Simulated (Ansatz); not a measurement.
This geometry of CH9BOSi2 (14 atoms, charge 0, multiplicity 1) is a first-order saddle point.

All numbers below come from RHF/6-31G in Ansatz 0.2.0.

```xyz
14
Properties=species:S:1:pos:R:3
O -0.745 -0.097 1.991
B -0.347 -0.445 0.718
Si 1.154 -1.852 0.669
C -1.001 0.211 -0.551
Si 0.002 1.753 -1.175
H -1.448 0.521 2.154
H 2.288 -1.486 1.574
H 1.714 -2.038 -0.710
H 0.625 -3.181 1.114
H -1.042 -0.486 -1.381
H -2.019 0.546 -0.357
H 1.086 2.118 -0.212
H -0.908 2.930 -1.307
H 0.628 1.475 -2.499
```

**Question.** Which two structures does it join? (They come from a converged band through this point; their orientation in space is the band's.)

**Answer.** No bond is made or broken. The dihedral B2–C4–Si5–H14 goes from 174 to 53°.

First end point:

```xyz
14
Properties=species:S:1:pos:R:3
O -1.269 0.072 1.641
B -0.475 -0.415 0.626
Si 1.050 -1.640 1.265
C -0.733 -0.017 -0.872
Si 0.142 1.642 -1.352
H -2.015 0.638 1.479
H 1.846 -1.004 2.361
H 1.998 -1.990 0.156
H 0.492 -2.927 1.794
H -0.361 -0.773 -1.556
H -1.795 0.118 -1.080
H 1.596 1.592 -1.020
H -0.475 2.777 -0.599
H -0.014 1.897 -2.813
```

Last end point:

```xyz
14
Properties=species:S:1:pos:R:3
O -0.481 -0.072 2.008
B -0.246 -0.465 0.708
Si 1.157 -1.958 0.516
C -0.995 0.216 -0.495
Si -0.126 1.844 -1.076
H -1.119 0.596 2.232
H 2.383 -1.675 1.324
H 1.581 -2.154 -0.909
H 0.586 -3.260 0.991
H -1.042 -0.439 -1.360
H -2.019 0.485 -0.234
H -0.235 2.886 -0.009
H -0.779 2.359 -2.313
H 1.321 1.608 -1.354
```

**Question.** How far does it lie above each of them?

**Answer.** 0.045 eV above the first and 0.045 eV above the second. This is the barrier of this one path; another mechanism may lie lower. Limits of this set-up: no polarisation functions.

Time of the run: 4 min on 1 thread of Intel(R) Xeon(R) Platinum 8488C (Sapphire Rapids), with other jobs on the host, peak memory 0.17 GiB.
